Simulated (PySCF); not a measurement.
A calculated (B3LYP, PySCF 2.14, x2c-QZVPPall, the spin-free X2C one-electron Hamiltonian (Gaussian nucleus)) atom or ion has these occupied shells.

| shell | electrons | orbital energy (eV) | rms radius, mean of both spins (bohr) |
| --- | --- | --- | --- |
| 1s β | 1 | -67288.1 | 0.0211 |
| 1s α | 1 | -67288.1 | 0.0211 |
| 2s α | 1 | -11603.7 | 0.0854 |
| 2s β | 1 | -11603.6 | 0.0854 |
| 2p α | 3 | -10204.0 | 0.0775 |
| 2p β | 3 | -10204.0 | 0.0775 |
| 3s β | 1 | -2685.2 | 0.219 |
| 3s α | 1 | -2685.2 | 0.219 |
| 3p α | 3 | -2265.1 | 0.220 |
| 3p β | 3 | -2265.1 | 0.220 |
| 3d α | 5 | -1758.9 | 0.201 |
| 3d β | 5 | -1758.9 | 0.201 |
| 4s α | 1 | -568.44 | 0.488 |
| 4s β | 1 | -568.39 | 0.488 |
| 4p α | 3 | -429.39 | 0.520 |
| 4p β | 3 | -429.33 | 0.520 |
| 4d α | 5 | -247.02 | 0.564 |
| 4d β | 5 | -246.92 | 0.564 |
| 5s α | 1 | -94.660 | 1.17 |
| 5s β | 1 | -93.809 | 1.17 |
| 5p α | 3 | -60.272 | 1.37 |
| 5p β | 3 | -59.020 | 1.37 |
| 4f α | 7 | -46.587 | 0.715 |
| 4f β | 7 | -46.416 | 0.715 |
| 5d α | 2 | -22.187 | 2.06 |
| 6s β | 1 | -20.212 | 3.04 |

Q: Name the element and its charge.

A: Ta²⁺ (tantalum, charge +2), in [Xe] 4f14 5d2 6s1, 6s spin antiparallel (an excited configuration).
